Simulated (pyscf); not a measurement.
`[SiH3][Se][Bi]([Cl])[Cl]` -> `[SiH3][Cl]` + `[Cl][Bi]=[Se]`, gas phase, singlet surface. PySCF, gas phase, ωB97X-D3(BJ)/def2-SVP geometries. ΔG in kcal/mol from ωB97M-D3(BJ)/def2-TZVP energies (ideal gas, 1 atm, RRHO with modes under 100 cm⁻¹ raised to 100, one conformer, R ln 2 for chiral ones without a mode under 150 cm⁻¹).

```tsv
T (K)	ΔG
298	+11.2
600	+0.2
900	?
1200	-19.8
```

Q: Fit a line to the three values, predict ΔG at 900 K, and estimate where the reaction turns favourable at 1 atm of each gas.

A: Least squares gives ΔG = +21.1 − 34.2 × T/1000 K, so ΔS is about +143 J/(mol K) and ΔH about +21.1 kcal/mol over this range (ΔH at 298 K: +22.5). At 900 K the line gives -9.7; the computed value is -10.0. ΔG = 0 falls near 620 K; 1 kcal/mol in the energy moves that by 29 K. This is thermodynamics alone and says nothing of the barrier. Elements up to Kr have no core potential and no relativistic terms here. Elements past Kr carry the def2 core potentials, without spin-orbit coupling.
